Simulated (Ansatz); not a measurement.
Ideal-gas functions of H3InNO (`[NH2][In][OH]`) radical at 800 K and 1 bar, from an Ansatz frequency run at PBE0-D4/def2-TZVP.

Molar mass 147.85 g/mol, point group C1 (symmetry number 1), electronic degeneracy 2, moments of inertia 35.145, 100.624, 134.939 u Å². Harmonic wavenumbers (cm⁻¹, unscaled): 122, 196, 266, 462, 552, 593, 717, 772, 1536, 3502, 3612, 3893.

Use S(trans) = R[1.5 ln M + 2.5 ln T − 1.1517]; rotational temperatures θ = 24.2544 K / I; S(rot) = R[ln(√π/σ · √(T³/θAθBθC)) + 1.5]; for each mode x = 1.438777 ν̃/T, S = R[x/(eˣ − 1) − ln(1 − e⁻ˣ)] and H = RT x/(eˣ − 1); 1 cm⁻¹ = 0.0119627 kJ/mol; R = 8.31446 J/(mol·K).

Question: By hand: the entropy, in J/(mol·K).

Answer: Translation 191.7. Rotation: θ = 0.6901, 0.241, 0.1797 K, giving 115.2. Vibration, mode by mode: 20.94, 17.03, 14.52, 10.09, 8.71, 8.16, 6.75, 6.22, 2.09, 0.11, 0.09, 0.06, in all 94.8. Electronic 5.8. Sum 407.5 J/(mol·K).

Question: By hand: H − E and G − E in kJ/mol, counted from the electronic energy.

Answer: Zero-point energy ½ × 16223 × 0.0119627 = 97.0; thermal vibration 36.3; translation, rotation and pV give 4 RT = 26.6. H − E = 159.9 kJ/mol, and G − E = 159.9 − 800 × 407.5/1000 = -166.1 kJ/mol.

Vibration gives 23 % of the entropy, 20.9 J/(mol·K) of it from the mode under 150 cm⁻¹: soft modes count most, and the harmonic formula is weakest for them. The sum counts one conformer and one mirror image; others add a mixing term.
